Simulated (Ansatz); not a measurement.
Born–Oppenheimer molecular dynamics of Cl3H3Si (7 atoms, charge 0, multiplicity 1). It starts from a rough guess of a transition structure, not a stationary point.

Level of theory: UKS revPBE-D4/def2-SVP (Ansatz).

```json
{
 "ensemble": "NVE (velocity Verlet)",
 "time step": "0.5 fs",
 "steps asked": "150",
 "starting velocities drawn for": "1000 K",
 "seed": "480223"
}
```

First frame:

```xyz
7
Properties=species:S:1:pos:R:3
Si -0.492 0.012 -0.293
Cl 1.665 -1.147 0.146
Cl -1.213 -1.505 -1.425
Cl -1.702 0.025 1.306
H -0.351 1.067 -1.267
H 1.424 0.467 0.804
H 0.668 1.081 0.729
```

Question: How far do the bonds stretch over the last three quarters of this one trajectory? (Pairs bonded in most of those frames.)

Answer: 
```
   bond  mean (Å)  spread (Å)  shortest  longest
Si1–Cl2     2.134       0.182      1.85     2.35
Si1–Cl3     2.072       0.067      1.98     2.17
Si1–Cl4     2.097       0.108      1.94     2.25
 Si1–H5     1.509       0.063      1.41     1.60
  H6–H7     0.790       0.075      0.68     0.89
```

Mean temperature of the second half: 3180 K. The conserved energy stayed within 0.7 meV per atom of its start (net change -0.14 meV per atom), so the integration is sound. The kinetic energy rose, since the run started high on the potential surface and went downhill. It ends in pieces (Cl3HSi + H2), so much of that is their flight and rotation, not heat. A run of 0.075 ps of so small a system gives no equilibrium averages. The orbitals were unrestricted but ended closed-shell.

Run time: 9 min on 2 threads of Arm Neoverse N1, on a shared host, peak memory 0.17 GiB.
